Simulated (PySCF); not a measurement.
C6H9BrSi2, SMILES Br[SiH2][SiH2]c1ccccc1, singlet (GFN2-xTB optimised geometry):

```
18

Br     1.186    -4.131     1.827
Si    -0.849    -3.216     1.991
Si    -1.349    -2.093     0.029
C     -0.395    -0.467     0.000
C     -1.053     0.758     0.002
C     -0.347     1.947     0.002
C      1.037     1.929     0.002
C      1.710     0.718     0.000
C      0.999    -0.467     0.000
H     -0.713    -2.410     3.203
H     -1.671    -4.377     2.323
H     -0.984    -2.889    -1.151
H     -2.790    -1.815    -0.019
H     -2.135     0.779     0.001
H     -0.877     2.889     0.003
H      1.591     2.857     0.004
H      2.790     0.697     0.000
H      1.536    -1.406    -0.002
```

Method: PySCF with PBE/def2-SVP.

### Question
What are the frontier orbital energies and the dipole moment?

### Answer
HOMO-2 -6.72 eV, HOMO-1 -6.51 eV, HOMO -6.32 eV, LUMO -1.62 eV, LUMO+1 -1.46 eV; dipole moment 2.03 D.

Meta-Löwdin charges at PBE/def2-SVP: Br1 -0.26, Si2 0.35, Si3 0.34, C4 -0.20, C5 -0.10, C6 -0.10, C7 -0.10, C8 -0.10, C9 -0.10, H10 -0.06, H11 -0.07, H12 -0.06, H13 -0.07, H14 0.10, H15 0.11, H16 0.11, H17 0.11, H18 0.11.
